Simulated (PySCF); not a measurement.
BrClHMoNO, SMILES [Br][Mo](=[O])(=[NH])[Cl], multiplicity 1.

Geometry optimised at PBE0-D3(BJ)/def2-SVP. The multiplicity is an assumed one; no other spin state was optimised. The structure was generated by enumeration; whether it is a known compound was not checked. The def2 effective core potentials stand for the cores of Mo; spin–orbit coupling is left out.

Method: HF/def2-TZVP (PySCF).

Gas-phase values at a fixed geometry.

| Item | Result |
|---|---|
| total energy | -3229.49450 hartree |
| highest occupied level | -11.56 eV |
| lowest empty level | -0.05 eV |
| orbital gap | 11.52 eV |
| dipole moment | 2.18 D |
| quadrupole, principal values (traceless, Buckingham form, about the centre of nuclear charge) | -8.00, -4.35, 12.35 D·Å |
| mean static polarisability | 75.7 bohr³ (11.22 Å³) |
| polarisability, principal values | 64.2, 77.2, 85.7 bohr³ |
